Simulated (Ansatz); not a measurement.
System: 3,3,3-trifluoroprop-1-ene, C3H3F3, charge 0, multiplicity 1. SMILES: C=CC(F)(F)F
Structure (B3LYP-D3(BJ)/def2-TZVP (Ansatz, an electronic-structure program) minimum search):
```xyz
9

C      2.0913    -0.0935    -0.2724
C      0.9113    -0.6893    -0.2866
C     -0.3683     0.0074     0.0456
F     -0.2004     1.3036     0.3612
F     -0.9862    -0.5842     1.0928
F     -1.2336    -0.0445    -0.9922
H      2.9913    -0.6393    -0.5204
H      2.1956     0.9516    -0.0142
H      0.7883    -1.7342    -0.5425
```
Charge 0, spin multiplicity 1.

Computed values are from Ansatz. Valence correlation only, unless marked. UHF or UKS for open shells. No spin-orbit coupling. No relativistic terms. CBS marks a two-point X^-3 extrapolation of the correlation energy; Hartree-Fock from the larger set. The bracket is a focal-point correction in the basis named.

Question: What is the dipole moment at CCSD(T)/aug-cc-pVDZ?

Answer: 2.46 D.

Question: What is the total energy at CCSD(T)/CBS(aug-cc-pVTZ,aug-cc-pVQZ)?

Answer: -415.3060 Eh.

Question: What is the vertical ionisation energy (to the doublet) at RI-MP2/CBS(aug-cc-pVTZ,aug-cc-pVQZ)+[CCSD(T)-MP2]/aug-cc-pVTZ?

Answer: 11.61 eV.

Question: What is the atomisation energy De at CCSD(T)/CBS(aug-cc-pVTZ,aug-cc-pVQZ)?

Answer: 903.6 kcal/mol.

Question: What is the T1 diagnostic at CCSD/aug-cc-pVQZ?

Answer: 0.012.
